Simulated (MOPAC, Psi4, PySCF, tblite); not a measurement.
Approach curve of the dimer HF ··· F4Si (SMILES F and F[Si](F)(F)F). Monomers: optimised at B3LYP-D3(BJ) (def2-TZVP), held rigid. Orientation: lowest of the rigid-body minima from ten starts at GFN2-xTB. R is the distance of the centres of mass, along which the second monomer moves.

Computed with: GFN2-xTB (tblite); PM6, restricted, heats of formation (MOPAC); RKS-B3LYP/6-31G* = restricted B3LYP/6-31G*, spherical d, no counterpoise correction (PySCF); SAPT0/jun-cc-pVDZ, frozen core (Psi4).

Interaction energies in kJ/mol; the last columns give the difference from SAPT0:

| R / Å | GFN2-xTB | PM6 | RKS-B3LYP/6-31G* | SAPT0/jun-cc-pVDZ | GFN2-xTB − SAPT0/jun-cc-pVDZ | PM6 − SAPT0/jun-cc-pVDZ | RKS-B3LYP/6-31G* − SAPT0/jun-cc-pVDZ |
|---|---|---|---|---|---|---|---|
| 3.87 | 14.93 | 52.73 | 15.34 | 13.05 | 1.87 | 39.68 | 2.29 |
| 4.05 | -3.59 | 31.75 | -4.38 | -3.65 | 0.07 | 35.40 | -0.73 |
| 4.19 | -9.32 | 20.53 | -10.37 | -8.82 | -0.50 | 29.35 | -1.55 |
| 4.43 | -11.71 | 8.61 | -12.21 | -10.75 | -0.96 | 19.35 | -1.47 |
| 4.65 | -10.92 | 3.03 | -10.51 | -9.47 | -1.45 | 12.51 | -1.04 |
| 4.83 | -9.79 | 0.43 | -8.59 | -7.92 | -1.87 | 8.35 | -0.68 |
| 5.09 | -8.06 | -1.43 | -5.99 | -5.88 | -2.18 | 4.45 | -0.11 |
| 5.41 | -6.27 | -1.85 | -3.56 | -4.06 | -2.20 | 2.22 | 0.50 |
| 5.94 | -4.18 | -1.37 | -1.50 | -2.30 | -1.87 | 0.94 | 0.80 |
| 6.64 | -2.55 | -0.83 | -0.67 | -1.19 | -1.36 | 0.36 | 0.52 |
| 7.62 | -1.40 | -0.45 | -0.31 | -0.54 | -0.86 | 0.09 | 0.23 |
| 8.97 | -0.71 | -0.21 | -0.13 | -0.22 | -0.49 | 0.00 | 0.08 |

GFN2-xTB is furthest from SAPT0/jun-cc-pVDZ at 5.41 (-2.20 kJ/mol, below); its mean absolute difference over the points is 1.31 kJ/mol.

PM6 is furthest from SAPT0/jun-cc-pVDZ at 3.87 (39.68 kJ/mol, above); its mean absolute difference over the points is 12.73 kJ/mol.

RKS-B3LYP/6-31G* is furthest from SAPT0/jun-cc-pVDZ at 3.87 (2.29 kJ/mol, above); its mean absolute difference over the points is 0.83 kJ/mol.
